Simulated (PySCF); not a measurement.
Zn(I)(GeH3) (GeH₃IZn), SMILES [GeH3][Zn][I].

Geometry optimised at PBE0-D3(BJ)/def2-SVP. The structure was generated by enumeration; whether it is a known compound was not checked. The def2 effective core potentials stand for the cores of I; spin–orbit coupling is left out.

Method: ωB97X/def2-TZVPD run with PySCF.

```json
{
  "total_energy": "-4156.11165 hartree",
  "point_group": "C3v",
  "highest_occupied_level": "-9.83 eV",
  "lowest_empty_level": "0.50 eV",
  "orbital_gap": "10.33 eV",
  "dipole_moment": "0.314 e·Å",
  "quadrupole, principal values (traceless, Buckingham form, about the centre of nuclear charge)": "-5.72, 2.86, 2.86 D·Å",
  "mean_static_polarisability": "101.5 bohr³ (15.04 Å³)",
  "polarisability_principal_values": "79.9, 79.9, 144.6 bohr³"
}
```
